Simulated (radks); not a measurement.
Values are calculated unless marked as measured or tabulated.
Excited configurations of Cs III: one electron is placed in a higher orbital outside [Kr] 4d10 5s2 5p4. The ground configuration is [Kr] 4d10 5s2 5p5. Code: a radial shooting solver on a logarithmic mesh with Libxc functionals. Model: scalar-relativistic Kohn-Sham, PBE, spin-unpolarised, spherical densities, finite nucleus; Fermi nuclear charge, rms radius 4.8041 fm. Excitation = E - E(ground); binding = E(ion) - E, where the ion is the core of charge +3; n* = 3/sqrt(2 binding) in atomic units, and the quantum defect is n - n*.

4f: excitation (eV) 21.421; binding (eV) 12.677; eigenvalue (eV) -7.723; <r> (bohr) 2.261
5d: excitation (eV) 16.759; binding (eV) 17.339; eigenvalue (eV) -13.506; <r> (bohr) 2.854
5f: excitation (eV) 26.615; binding (eV) 7.483; eigenvalue (eV) -5.980; <r> (bohr) 6.231
6s: excitation (eV) 17.707; binding (eV) 16.391; eigenvalue (eV) -13.748; <r> (bohr) 3.913
6p: excitation (eV) 21.094; binding (eV) 13.004; eigenvalue (eV) -10.875; <r> (bohr) 4.623
6f: excitation (eV) 29.068; binding (eV) 5.030; eigenvalue (eV) -4.169; <r> (bohr) 10.47
7s: excitation (eV) 25.216; binding (eV) 8.882; eigenvalue (eV) -7.629; <r> (bohr) 7.145
7p: excitation (eV) 26.584; binding (eV) 7.514; eigenvalue (eV) -6.417; <r> (bohr) 8.153
7d: excitation (eV) 28.551; binding (eV) 5.547; eigenvalue (eV) -4.709; <r> (bohr) 10.46
7f: excitation (eV) 30.525; binding (eV) 3.573; eigenvalue (eV) -3.037; <r> (bohr) 15.68

The Delta-SCF ionisation energy is 34.098 eV (NIST Atomic Spectra Database: 33.195 eV, semi-empirical). Self-interaction in the functional shifts the binding energies and quantum defects, so they are the method's values and not measured ones. Spin polarisation and multiplet splitting are left out, so open shells lie too high by an amount that depends on their filling. Spin-orbit splitting is averaged out at the scalar-relativistic level.

Beside tabulated values, note that spin-unpolarised runs miss the spin-polarisation part of the exchange energy of open shells.
